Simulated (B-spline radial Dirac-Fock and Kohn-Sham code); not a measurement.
# Two-hole binding energies of Xe³⁴⁺

System: xenon as Xe³⁴⁺, [Ar] 3d2.

The computed values come from a B-spline atomic structure program: Dirac-Fock energy differences between relaxed states, corrected for Breit and QED terms. U is the two-hole binding energy less the two single-hole energies, the effective repulsion of the holes after relaxation. Each two-hole energy is an average over J within one jj subconfiguration.

| holes | E(a) (eV) | E(b) (eV) | E(ab) (eV) | U (eV) |
| --- | --- | --- | --- | --- |
| 1s⁻¹ 2p1/2⁻¹ | 36332.1 | 6835.3 | 43483.6 | 316.1 |
| 1s⁻¹ 2p3/2⁻¹ | 36332.1 | 6509.6 | 43133.4 | 291.7 |
| 1s⁻¹ 3p1/2⁻¹ | 36332.1 | 2460.2 | 38919.9 | 127.6 |
| 2s⁻² | 7172.4 | 7172.4 | 14544.8 | 200.1 |
| 2s⁻¹ 2p1/2⁻¹ | 7172.4 | 6835.3 | 14200.0 | 192.4 |
| 2p1/2⁻¹ 2p3/2⁻¹ | 6835.3 | 6509.6 | 13564.3 | 219.4 |
| 2p3/2⁻² | 6509.6 | 6509.6 | 13237.2 | 218.0 |
| 2s⁻¹ 3p1/2⁻¹ | 7172.4 | 2460.2 | 9740.6 | 108.1 |
| 2s⁻¹ 3p3/2⁻¹ | 7172.4 | 2384.9 | 9662.6 | 105.4 |
| 2p1/2⁻¹ 3s⁻¹ | 6835.3 | 2597.2 | 9538.0 | 105.5 |
| 2p3/2⁻¹ 3s⁻¹ | 6509.6 | 2597.2 | 9211.5 | 104.7 |
| 2p3/2⁻¹ 3p1/2⁻¹ | 6509.6 | 2460.2 | ? | ? |
| 3p1/2⁻² | 2460.2 | 2460.2 | 5008.1 | 87.7 |
| 3p3/2⁻² | 2384.9 | 2384.9 | 4851.8 | 82.0 |

Question: Give the missing two-hole energy and U.

Answer: E(ab) = 9080.7 eV and U = 110.9 eV.
